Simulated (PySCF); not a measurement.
## Two-dimensional NMR puzzle

Compound of formula C₄H₁₀FPSi₂. Correlations simulated from computed shifts and the bond graph:

HSQC (one-bond C–H):
| δH | δC |
| --- | --- |
| 5.49 | 80.3 |
| 0.29 | -8.3 |

COSY cross peaks (H two or three bonds apart, from the bond graph; peaks can be absent where the dihedral angle is near 90°):
| δH | δH |
| --- | --- |
| 5.49 | 4.40 |
| 5.49 | 4.25 |
| 5.08 | 4.69 |
| 5.08 | 1.16 |
| 4.69 | 1.16 |
| 4.40 | 4.25 |
| 4.40 | 0.29 |
| 4.25 | 0.29 |

HMBC (two and three bonds, from the bond graph):
| δH | δC |
| --- | --- |
| 5.49 | 115.7, 97.5, -8.3 |
| 5.08 | 115.7, 97.5 |
| 4.69 | 115.7, 97.5 |
| 4.40 | 115.7, 80.3, -8.3 |
| 4.25 | 115.7, 80.3, -8.3 |
| 1.16 | 97.5 |
| 0.29 | 80.3 |

Carbons without hydrogens: δ 115.7, 97.5.

How the numbers were obtained: structure optimised with GFN2-xTB, shielding tensors at PBE0/pcSseg-1 (GIAO), in PySCF 2.14 (rapidly exchanging positions averaged, non-relativistic, single conformer, no solvent model).

Shifts are taken against calculated references (same method and geometry level): ¹H (σref 31.72), ¹³C (σref 186.93) vs TMS.

Exchangeable hydrogens are left out of these lists.

Problem. Which molecule is this?

Solution. SMILES C[SiH2][C@H](F)C#C[SiH2]P.

Numbering as in the mapped SMILES `[CH3:1][SiH2:2][C@H:3]([F:4])[C:5]#[C:6][SiH2:7][PH2:8]`. Each H is labelled by its parent atom. Ha(Si2), Ha(Si7) are pro-R; Hb(Si2), Hb(Si7) are pro-S.

δC 115.7 is C5, an alkyne carbon. δC 97.5 is C6, an alkyne carbon. δC 80.3 is C3, a propargylic sp3 CH bonded to F and Si (δH 5.49). δC -8.3 is C1, a methyl carbon bonded to Si (δH 0.29). HMBC from δH 5.49 reaches the proton-free carbons C5, C6. HMBC from δH 5.08 reaches the proton-free carbons C5, C6. HMBC from δH 4.69 reaches the proton-free carbons C5, C6. HMBC from δH 4.40 reaches the proton-free carbon C5. COSY links 5.49–4.40, 5.49–4.25, 5.08–4.69, 5.08–1.16, 4.69–1.16, 4.40–4.25.

The shifts were computed for this structure.

Shifts are as computed. Against solution values, carbons near 30 ppm lie about +3 ppm off and those near 130 ppm about +5 ppm. Of 1309 compounds with measured shifts, 239 miss one by over three times the rms of a fit or turn the order of signals round; such compounds aren't used in these exercises.
